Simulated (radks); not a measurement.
Question: Numerical settings for the magnesium ion Mg3+, [He] 2s2 2p5. Calculated with a radial shooting solver on a logarithmic mesh with Libxc functionals: scalar-relativistic Kohn-Sham, SCAN, spin-polarised, spherical densities, finite nucleus; open shells are filled with parallel spins first; meta-GGA in the generalised Kohn-Sham scheme; Fermi nuclear charge, rms radius 3.057 fm. The defaults (mesh step 0.008 in ln r, mesh end at 40 bohr or more with all orbitals vanishing there, Anderson mixing 0.5 over 9 steps, residual threshold near 1e-9 with the energy settled to 1e-9 hartree or 1e-11 of itself, here a cap of 76 iterations) give E = -196.577 hartree and 2p at -95.459 eV in 18 iterations. Times are rough (one thread of a shared host). One setting is changed at a time: mesh step in ln r 0.005; mesh step in ln r 0.05; mesh step in ln r 0.08; mesh end (bohr) 8; mesh end (bohr) 12; residual threshold 1e-16; residual threshold 1e-05; mixing 1.5; linear mixing, mixing 0.5; linear mixing, mixing 0.2; mixing history 20; iteration cap 8. Which runs fail to converge, and which converge to a wrong energy?

Answer: Not converged within the cap: mesh step in ln r 0.08; residual threshold 1e-16; linear mixing, mixing 0.5; linear mixing, mixing 0.2; iteration cap 8. Settings that end as converged yet miss the energy by more than 1 mhartree: mesh step in ln r 0.05 (-0.00415 hartree).
